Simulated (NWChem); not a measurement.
Species: C2H4N cation; SMILES C(#[NH+])C

Computed with NWChem. Pople sets run with spherical d functions. Coordinates come from a PBE0/def2-SVP optimisation. B3LYP is NWChem's, with the RPA form of VWN correlation. Vertical excitations in the gas phase; the lowest state need not have the same character in each row.

```csv
level,"lowest excitation, singlet (eV)",oscillator strength of that lowest state,orbital gap (eV)
"PBE/6-31G*, full TDDFT",7.91,0.000,7.91
"B3LYP/6-31G*, full TDDFT",8.06,0.000,10.00
"Hartree-Fock/6-31G*, TDHF",7.76,0.000,18.53
"PBE0/6-31G*, full TDDFT",8.11,0.000,10.55
```
